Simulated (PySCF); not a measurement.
## C₆ coefficients of unlike pairs at PBE0

Calculated with PySCF 2.14 from the dipole response of each species, C₆(A,B) = (3/π) ∫ α_A(iu) α_B(iu) du, in atomic units, from isotropic polarisabilities. For ions this is the dispersion term alone; charge-induced terms of lower order in 1/R come first.

| species | configuration | basis | relativity | α (bohr³) | C₆ (like pair) |
| --- | --- | --- | --- | --- | --- |
| B(2+) | [He] 2s1 (2S) | dyall-av2z (11s7p2d) | none | 7.264 | 9.807 |
| Ne | [Ne] (1S) | x2c-TZVPPall with one added diffuse shell each of s, p, d type (6s4p3d1f) | spin-free X2C | 2.653 | 6.475 |
| Sr | [Kr] 5s2 (1S) | aug-cc-pVDZ-X2C (7s6p4d) | spin-free X2C | 200.5 | 3267 |
| K | [Ar] 4s1 (2S) | aug-cc-pwCVTZ-X2C with one added diffuse shell each of s, p, d, f type (10s9p7d4f) | spin-free X2C | 346.7 | 5045 |

(1) Estimate C₆ for Sr with Ne.

No spin-orbit coupling is included.

The other pairs:

```
     pair     C₆
Ne, B(2+)  6.153
Sr, B(2+)  166.4
    K, Ne  82.43
    K, Sr   3864
 K, B(2+)  177.1
```

Results:

(1) The integral gives 85.43. The combination rule 2 C_A C_B / (C_A α_B/α_A + C_B α_A/α_B) gives 79.45 and the geometric mean 145.5.
